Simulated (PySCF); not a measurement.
Compound: CH₄FGeNSi.
Geometry (PBE0-D3(BJ)/def2-SVP, Å), atoms numbered from 1 in this order:
```xyz
9
CH4FGeNSi angstrom
N     -2.4645    1.7621   -0.6650
C     -1.8379    0.8320   -0.3694
Si    -0.7675   -0.6040    0.1254
F     -1.0268   -1.7765   -0.9670
Ge     1.5067    0.0765    0.0631
H     -1.2558   -1.0708    1.4485
H      1.6949    1.2535    1.0330
H      1.8619    0.5115   -1.3656
H      2.4010   -1.0977    0.4911
```

Level of theory: MP2 and CCSD/aug-cc-pVDZ in PySCF, restricted Hartree–Fock reference, frozen core, non-relativistic, gas phase, PBE0-D3(BJ)/def2-SVP geometry.

E(HF) = -2558.43315 Eh.

**Question.** How large is the problem?

**Answer.** 168 basis functions and 72 electrons; 17 orbitals frozen, which leaves o = 19 correlated occupied and v = 132 virtual orbitals. That is o·v = 2508 singles and o·v(o·v + 1)/2 = 3146286 distinct closed-shell doubles amplitudes before symmetry; the costliest CCSD step grows as o²v⁴ = 1.1 × 10^11.

**Question.** What are the MP2 and CCSD correlation energies?

**Answer.** MP2 -0.7172 Eh and CCSD -0.7565 Eh, which gives totals of -2559.15032 and -2559.18966 Eh. That is 0.542 eV for each correlated electron at CCSD (1986 kJ/mol in all, 0.030 % of the total energy); MP2 gives 94.8 % of the CCSD value.

**Question.** What is the T1 diagnostic?

**Answer.** 0.0124, below the customary warning level of 0.02. It is the norm of the spatial-orbital singles amplitudes over the root of the number of correlated electrons, so the norm is 0.076.

**Question.** How does correlation change the dipole moment?

**Answer.** HF gives 3.78 D and CCSD (unrelaxed density) 3.51 D, a change of -0.27 D.

No triples correction and no basis-set extrapolation were made.

The job also held the EOM ionisation roots. Time: 9.2 min of wall time; peak memory 2.9 GiB. Hardware: one thread, Arm Neoverse V1 (aarch64), on a shared host.
